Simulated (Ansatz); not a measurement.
Frontier orbitals of CH$_{5}$NSSi (`N[SiH]1CS1`).

Charge 0, multiplicity 1. Geometry: relaxed with PBE0-D4/def2-TZVP. It is one conformer, not always the lowest. Basis def2-TZVPP, the Gaussian-basis code of Ansatz.

Orbital energies of one run (eV). Highest occupied ones, from the top: -7.77, -8.21, -9.81, -10.41, -11.96, -13.07, -13.82, -15.84, -16.38, -18.86, -23.96, -26.80, -105.76, -105.77. Empty: 1.23, 1.39, 1.78, 2.54, 2.65, 3.31.

**Question.** Which functional gave them?
A. BHLYP
B. HSE06 (plane-wave form)
C. PBE0
D. B97M-V

**Answer.** A. HOMO energies: BHLYP -7.77, PBE0 -6.71, B97M-V -5.84, HSE06 -6.31 eV.
